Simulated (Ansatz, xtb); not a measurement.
# Ranking isomers of C3H10B2OS

3 gas-phase structures of C3H10B2OS, from a drawn sample of its isomers (lower ones may exist). Each was relaxed with GFN2-xTB; where two conformers were screened, the lower at r2SCAN-D4/def2-SVP//GFN2-xTB is listed:

A. `CCBOBSC`, a singlet
B. `CBOBSCC`, a singlet
C. `BSBOCCC`, a singlet

Make a reasoned guess at their ranking by r2SCAN-D4/def2-SVP//GFN2-xTB single-point energy.

Calculated order at r2SCAN-D4/def2-SVP//GFN2-xTB: B (0.0), A (17.4), C (116.7) kJ/mol.

Energies above the lowest of each column, in kJ/mol; the last columns are at r2SCAN-D4/def2-SVP geometries:

```csv
structure,GFN2-xTB,HF/STO-3G,r2SCAN-D4/def2-SVP//GFN2-xTB,r2SCAN-D4/def2-SVP,CCSD(T)/def2-SVP + ΔMP2/def2-TZVPP
B,0.0,0.0,0.0,0.0,0.0
A,18.0,4.5,17.4,15.3,13.5
C,69.2,108.6,116.7,119.3,106.9
```

Every level run on B puts it lowest or level with the lowest. Flexible structures stand in one conformer each, not always the lowest. ΔMP2 is the change of the MP2 energy from the smaller to the larger basis.

Programs: Ansatz 0.2.0, xtb 6.7.1.
